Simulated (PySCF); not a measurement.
An EPR job on `Nc1cc[c]c(S)c1` [radical].

Computed with UKS B3LYP, pcH-1 on C H N S, non-relativistic, mean-field spin-orbit, GIAO (PySCF 2.14.0). Geometry: GFN2-xTB. The command runs a driver script over a list of jobs; the input below is this job's line of settings and its coordinates in Å.

Command:
```bash
OMP_NUM_THREADS=1 python probes_run.py task.json out
```

Input:
```
{"job": {"kind": "epr", "basis": "pcH-1"}, "charge": 0, "multiplicity": 2}
N     -2.233706    -0.690905    -0.199894
C     -0.959450    -0.174198    -0.059583
C     -0.770426     1.201626     0.086179
C      0.516031     1.727647     0.153347
C      1.564022     0.863697     0.071782
C      1.431788    -0.488965    -0.063073
S      2.830292    -1.577115    -0.148767
C      0.146832    -1.019625    -0.131452
H     -2.336966    -1.675293    -0.013617
H     -2.984958    -0.120720     0.153208
H     -1.625530     1.859442     0.141908
H      0.664486     2.790615     0.266001
H      3.737828    -0.610195    -0.034065
H      0.019078    -2.086485    -0.244141
```

Output:
```
UKS, coarse grid
  cycle   1  E = -685.07786887  |g| = 3.28e-01
  cycle   2  E = -685.07326859  |g| = 3.45e-01
  cycle   3  E = -685.12820379  |g| = 6.09e-02
  cycle   4  E = -685.12907971  |g| = 4.86e-02
  cycle   5  E = -685.13041645  |g| = 1.01e-02
  cycle   6  E = -685.13047968  |g| = 4.18e-03
  cycle   7  E = -685.13049659  |g| = 1.43e-03
  cycle   8  E = -685.13050092  |g| = 1.31e-03
  cycle   9  E = -685.13050409  |g| = 5.48e-04
UKS, final grid
  cycle   1  E = -685.13048943  |g| = 8.20e-04
  cycle   2  E = -685.13048857  |g| = 1.58e-03
  cycle   3  E = -685.13049003  |g| = 1.43e-04
  cycle   4  E = -685.13049012  |g| = 1.20e-04
  cycle   5  E = -685.13049015  |g| = 4.97e-05
  cycle   6  E = -685.13049015  |g| = 1.12e-05
E = -685.13049015 Eh   <S^2> = 0.7575 (exact 0.7500)
g shifts (ppm)      1          2          3
  rmc          -163       -163       -163
  gc            -31         26         11
  oz_so       -1358      -1154       1076
  total       -1552      -1291        924
hyperfine (MHz)  atom isotope    a_iso     a_fc   dipolar eigenvalues
    0   14N       0.54       0.53     -1.05      0.44      0.61
    1   13C      -6.40      -6.40     -5.67      1.88      3.79
    2   13C      50.62      50.63     -5.94     -2.18      8.12
    3   13C      16.76      16.77    -13.61     -2.13     15.74
    4   13C     418.14     418.25    -77.32    -59.22    136.54
    5   13C       8.64       8.71    -13.60     -3.70     17.30
    6   33S       2.39       2.33     -5.10     -3.63      8.73
    7   13C      36.97      36.98     -5.26     -1.37      6.63
    8    1H      -0.08      -0.08     -1.10     -0.62      1.73
    9    1H      -0.32      -0.32     -1.09     -0.62      1.71
   10    1H      11.56      11.56     -3.03     -2.22      5.25
   11    1H      55.69      55.69     -6.87     -5.66     12.53
   12    1H      -2.83      -2.83     -5.98     -3.03      9.01
   13    1H      17.10      17.10     -2.81     -1.95      4.76
```

rmc, gc and oz_so are the mass-correction, gauge-correction and orbital-Zeeman/spin–orbit parts of the g shift along its three principal axes; a_iso is the isotropic hyperfine coupling and a_fc its Fermi-contact part. Atoms in this output count from 0.

Q: Get g_iso from the total shifts.

A: Their mean is -640 ppm; added to g_e = 2.002319 it gives 2.00168.

In short: ⟨S²⟩ 0.758; g_iso 2.0017.

Isolated species at its GFN2-xTB geometry (one conformer only).

Hardware: Arm Neoverse V1, one thread, shared host with 32 logical CPUs at a one-minute load of 33. Cost: 92 s (grids of density and orbitals included), 0.96 GiB resident at most.
Labels such as C1 count atoms from 1, the log's own numbers from 0.
